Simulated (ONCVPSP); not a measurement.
Configuration tests for Al (ONCV)

ONCVPSP 4.0.1 input, shortened (lines: element, Z, core and valence counts, functional; n l f; lmax; l rc ep ncon nbas qcut; lloc lpopt rc5 dvloc0; l nproj debl; icmod fcfact rcfact), BLYP, scalar-relativistic:

```
  Al 13.00    3    2  -106131      upf
    1    0    2.00
    2    0    2.00
    2    1    6.00
    3    0    2.00
    3    1    0.50
    2
    0    2.10    0.00    4    9    3.80
    1    2.75    0.00    5    9    3.20
    2    2.10    0.23    4    7    4.50
    2    5    2.10    0.00
    0    2    0.70
    1    2    4.00
    2    0    3.50
    3    4.75    1.30
```

Energies are relative to the spin-unpolarised reference configuration 3s2 3p0.5; without spin polarisation the order of configurations can differ from experiment.

| valence configuration | charge | ΔE all-electron (eV) | error AE − PS (meV) |
| --- | --- | --- | --- |
| 3s2 3p1 | 0 | -2.012 | +0.3 |
| 3s2 3p0 | +1 | 3.615 | +0.5 |
| 3s1 3p0 | +2 | 22.830 | +43 |
| 3s1 3p2 | 0 | 3.175 | +2.1 |

Levels in the configuration 3s1 3p2:

| level | all-electron (eV) | pseudo (eV) |
| --- | --- | --- |
| 3s | -8.474 | -8.466 |
| 3p | -3.174 | -3.172 |

Note: no bound ghost flagged; GHOST(+) flagged for s at 100.3 eV.
